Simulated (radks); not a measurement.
Initial-state core-level shifts of the titanium ion Ti+ when its valence configuration changes from [Ar] 3d2 4s1. All-electron calculation, Dirac Kohn-Sham, PBE, spin-unpolarised, spherical densities, finite nucleus; open shells are shared between the two j in proportion to 2j + 1; Fermi nuclear charge, rms radius 3.5921 fm. Program: a radial shooting solver on a logarithmic mesh with Libxc functionals. Shifts are changes of the shell-averaged eigenvalues in eV (positive: less bound); the change of the density at the nucleus, which sets a Mossbauer isomer shift, is in e/bohr^3, on a base of 8496.

valence              1s      2s      2p      3p  density at nucleus
3d1.5 4s1 4p0.5  -3.379  -3.814  -3.774  -3.189             +1.1171
3d2 4p1          -1.246  -1.203  -1.203  -1.221             -4.2826
3d3              +4.293  +4.986  +4.922  +4.213             -5.2150
3d1.5 4s1.5      -2.747  -3.197  -3.157  -2.575             +3.3532
3d2.5 4s0.5      +2.354  +2.733  +2.699  +2.277             -2.8299
3d1.5 4s0.5 4p1  -3.999  -4.421  -4.380  -3.792             -1.1847
3d1 4s1 4p1      -7.103  -8.059  -7.971  -6.600             +2.4653
3d1 4s2          -5.860  -6.831  -6.747  -5.402             +7.2979
3d1 4s1.5 4p0.5  -6.487  -7.450  -7.365  -6.007             +4.9159
